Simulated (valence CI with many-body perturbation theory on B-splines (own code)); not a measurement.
# E1 transitions of In44+

Computed by valence CI with perturbative core correlation (CI+MBPT): three valence electrons over a frozen Dirac-Fock core [He], a basis of 11 s, 11 p, 9 d, 7 f, 5 g, 2 h, 1 i functions for each j, with the one-electron correlation potential Σ1, the two-electron term Σ2, the three-electron term Σ3, Breit, model QED; selected CI, second order for the rest (own B-spline code, finite nucleus).

The last digits are not significant, and no measured levels were compared; by estimate large intervals hold to a few tenths of a per cent, small ones and those within an open d or f shell to about a per cent.

Lines 51 to 100 of 276 in falling wavelength, among levels below 39150 × 10³ cm⁻¹, chosen from the strongest by gf and those to the six lowest levels. Wavelengths and rates use the calculated energies. Electric multipoles are in the length gauge, E1 and E2 with the static RPA response of the core. Weak lines are less certain than strong ones. Lines between different terms over intervals too small for the method are left out, as are lines whose strength nearly cancels. The highest levels of a list are the least certain.

Levels are named by their leading jj configuration (3d3/2^4 stands for four electrons in 3d with j = 3/2), which in mixed levels can hold well under half, so a name can repeat and another be missing. Letters in brackets count levels of one name in rising energy.

```tsv
λ vac (Å)	Upper	Lower	A (s⁻¹)	log gf	Branch %
71.16	(2s 2p1/2 2p3/2) J=1/2	(2s^2 2p3/2) J=3/2	6.50e+09	-2.01	1.4
62.52	(2p1/2^2 2p3/2) J=3/2	(2s 2p1/2 2p3/2) J=5/2	3.80e+10	-1.05	12.5
54.67	(2p1/2^2 2p3/2) J=3/2	(2s 2p1/2 2p3/2) J=3/2 [a]	1.39e+10	-1.60	4.6
35.30	(2s 2p3/2^2) J=5/2	(2s^2 2p3/2) J=3/2	7.30e+10	-1.09	99.8
34.63	(2p1/2 2p3/2^2) J=3/2	(2s 2p1/2 2p3/2) J=1/2	1.70e+11	-0.91	31.1
34.45	(2p1/2 2p3/2^2) J=3/2	(2s 2p1/2 2p3/2) J=3/2 [b]	3.54e+10	-1.60	6.5
32.79	(2p1/2 2p3/2^2) J=5/2	(2s 2p1/2 2p3/2) J=3/2 [b]	1.94e+11	-0.73	42.2
32.77	(2p3/2^3) J=3/2	(2s 2p3/2^2) J=3/2	5.02e+11	-0.49	62.1
32.74	(2p1/2 2p3/2 3d5/2) J=9/2	(2s 2p1/2 3d5/2) J=7/2	1.50e+11	-0.62	18.3
32.63	(2p1/2 2p3/2 3p3/2) J=7/2	(2s 2p1/2 3p3/2) J=5/2	1.87e+11	-0.62	0.3
32.59	(2p1/2 2p3/2 3d5/2) J=7/2	(2s 2p1/2 3d5/2) J=5/2 [a]	1.61e+11	-0.69	1.9
32.44	(2p1/2 2p3/2 3d3/2) J=5/2 [b]	(2s 2p1/2 3d3/2) J=3/2 [b]	1.20e+11	-0.94	0.0
32.32	(2p1/2 2p3/2 3p3/2) J=5/2 [a]	(2s 2p1/2 3p3/2) J=3/2 [a]	1.64e+11	-0.81	0.2
32.27	(2s 2p3/2 3d5/2) J=7/2 [b]	(2s^2 3d5/2) J=5/2	2.62e+11	-0.49	0.2
32.07	(2p1/2 2p3/2 3d3/2) J=7/2	(2s 2p1/2 3d3/2) J=5/2	1.47e+11	-0.74	10.2
31.98	(2p1/2 2p3/2 3p1/2) J=5/2	(2s 2p1/2 3p1/2) J=3/2	2.16e+11	-0.70	0.1
31.94	(2p1/2 2p3/2 3p1/2) J=3/2 [b]	(2s 2p1/2 3p1/2) J=1/2 [b]	2.01e+11	-0.91	0.2
31.78	(2p1/2 2p3/2 3s) J=5/2	(2s^2 3p3/2) J=3/2	2.47e+11	-0.65	0.5
31.72	(2p1/2 2p3/2 3d3/2) J=3/2 [a]	(2s 2p1/2 3d3/2) J=3/2 [a]	1.89e+11	-0.94	0.2
31.71	(2s 2p3/2 3d3/2) J=3/2 [b]	(2s^2 3d3/2) J=3/2	2.15e+11	-0.89	0.1
31.67	(2s 2p3/2 3p3/2) J=5/2 [b]	(2s 2p1/2 3s) J=3/2	2.16e+11	-0.71	1.1
31.57	(2s 2p3/2 3d3/2) J=5/2 [b]	(2s^2 3d3/2) J=3/2	2.35e+11	-0.68	0.2
31.53	(2s 2p3/2 3p1/2) J=1/2	(2s^2 3p1/2) J=1/2	3.68e+11	-0.96	0.7
31.51	(2s 2p3/2 3s) J=1/2	(2s^2 3s) J=1/2	3.64e+11	-0.96	0.6
31.49	(2s 2p3/2 3p1/2) J=3/2 [b]	(2s^2 3p1/2) J=1/2	2.28e+11	-0.87	0.2
31.45	(2p1/2 2p3/2 3s) J=3/2 [a]	(2s 2p1/2 3s) J=1/2 [a]	1.73e+11	-0.99	0.7
31.39	(2s 2p3/2 3d5/2) J=5/2 [b]	(2s^2 3d5/2) J=5/2	3.31e+11	-0.53	0.1
31.22	(2s 2p3/2 3p3/2) J=3/2 [b]	(2s^2 3p3/2) J=3/2	2.02e+11	-0.93	0.4
31.18	(2s 2p3/2 3d5/2) J=3/2 [b]	(2s^2 3d5/2) J=5/2	3.83e+11	-0.65	0.1
31.11	(2s 2p3/2 3s) J=3/2 [b]	(2s^2 3s) J=1/2	1.89e+11	-0.96	0.4
30.62	(2p1/2 2p3/2^2) J=3/2	(2s 2p1/2 2p3/2) J=5/2	3.59e+10	-1.69	6.6
30.51	(2s 2p1/2 2p3/2) J=3/2 [b]	(2s^2 2p1/2) J=1/2	3.29e+11	-0.74	98.8
30.36	(2s 2p1/2 2p3/2) J=1/2	(2s^2 2p1/2) J=1/2	4.49e+11	-0.91	98.6
30.06	(2p1/2 2p3/2^2) J=1/2	(2s 2p1/2 2p3/2) J=3/2 [b]	4.54e+11	-0.91	69.3
29.74	(2s 2p3/2^2) J=1/2	(2s^2 2p3/2) J=3/2	3.76e+11	-1.00	99.9
29.66	(2s 2p3/2^2) J=3/2	(2s^2 2p3/2) J=3/2	6.14e+11	-0.49	97.7
29.60	(2p1/2^2 2p3/2) J=3/2	(2s 2p1/2^2) J=1/2	2.37e+11	-0.90	78.2
29.31	(2p1/2 2p3/2^2) J=5/2	(2s 2p1/2 2p3/2) J=5/2	2.34e+11	-0.74	50.9
28.61	(2p1/2 2p3/2^2) J=3/2	(2s 2p1/2 2p3/2) J=3/2 [a]	2.76e+11	-0.87	50.4
27.46	(2p1/2 2p3/2^2) J=5/2	(2s 2p1/2 2p3/2) J=3/2 [a]	4.68e+09	-2.50	1.0
19.87	(2p3/2^3) J=3/2	(2s 2p1/2 2p3/2) J=3/2 [b]	1.24e+10	-2.53	1.5
19.01	(2s 2p3/2^2) J=3/2	(2s^2 2p1/2) J=1/2	1.40e+10	-2.52	2.2
3.250	(2s^2 3p1/2) J=1/2	(2s 2p1/2 2p3/2) J=3/2 [b]	1.14e+12	-2.44	58.8
3.211	(2s 2p1/2 3s) J=1/2 [a]	(2s 2p1/2 2p3/2) J=3/2 [b]	2.03e+12	-2.20	5.1
3.203	(2s 2p1/2 3s) J=3/2	(2s 2p1/2 2p3/2) J=3/2 [b]	1.86e+12	-1.94	6.8
3.186	(2s^2 3p3/2) J=3/2	(2s 2p1/2 2p3/2) J=3/2 [b]	1.80e+12	-1.96	8.4
3.183	(2s 2p1/2 3s) J=1/2 [b]	(2s 2p1/2 2p3/2) J=3/2 [b]	1.69e+13	-1.29	56.6
3.166	(2s 2p1/2 3s) J=3/2	(2s 2p1/2 2p3/2) J=5/2	1.73e+13	-0.98	63.5
3.165	(2s 2p3/2 3s) J=5/2	(2s 2p3/2^2) J=5/2	1.55e+13	-0.85	63.6
3.152	(2s 2p3/2 3s) J=3/2 [a]	(2s 2p3/2^2) J=5/2	2.64e+13	-0.80	53.1
```

Task: How does gf follow from A for the line at 3.211 Å?

Result: gf = 1.4992 × (2J+1)_upper × A / σ², with σ = 31147765 cm⁻¹ and 2J+1 = 2: gf = 0.00628.
